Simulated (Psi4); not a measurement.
Conformational energy of CH₇BrGeSi, SMILES [GeH3][SiH2]CBr. Scanned: dihedral Ge1–Si2–C3–Br4; all other coordinates were relaxed at GFN2-xTB. Points at φ and −φ are mirror images.

Geometry of the scan point at -30° (Å):
```
11

Ge    -1.7039     0.4869     0.0578
Si     0.1991    -0.7535     0.6057
C      1.6091    -0.1892    -0.5665
Br     0.8548     0.3922    -2.2729
H     -2.4282     0.0107    -1.1594
H     -2.7441     0.4699     1.1392
H     -1.4563     1.9425    -0.1886
H      0.0067    -2.1851     0.3549
H      0.7044    -0.5673     1.9686
H      2.1585     0.6653    -0.1789
H      2.3166    -0.9809    -0.7945
```

Level of theory: DF-MP2 (frozen core)/cc-pVTZ // GFN2-xTB (Psi4).

Scanned values (°): -150, -120, -90, -60, -30, 0, 30, 60, 90, 120, 150, 180.

### Question
Locate the minima and the barriers on this grid.

### Answer
Lower than their neighbours: -60° (0.0 kcal/mol), 60° (0.0 kcal/mol), 180° (0.8 kcal/mol). Higher than their neighbours: -120° (3.5 kcal/mol), 0° (2.7 kcal/mol), 120° (3.5 kcal/mol). The whole profile spans 3.5 kcal/mol.
